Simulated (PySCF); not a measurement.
Computed with PBE-D3(BJ)/def2-TZVP // r2SCAN-D4/def2-SVP (PySCF). Gas-phase values, no solvent. One relaxed conformer stands for a flexible species; it need not be the lowest. 

Reference species: [Nb(F)5] (neutral, multiplicity 1).

* **LUMO**: -4.20 eV
* **mean distance from the central atom to its bonded neighbours**: 1.853 Å
* **HOMO–LUMO gap**: 6.01 eV

Changed species: [Nb(F)2(OH)3] (3 of 5 F replaced by OH; the reference has 0 of 5 F replaced by OH).

Task: Give the shifts of the LUMO, mean distance from the central atom to its bonded neighbours and HOMO–LUMO gap.

Result: the LUMO rises by 1.53 eV, to -2.67 eV; the mean distance from the central atom to its bonded neighbours rises by 0.039 Å, to 1.892 Å; the HOMO–LUMO gap decreases by 1.01 eV, to 5.00 eV.
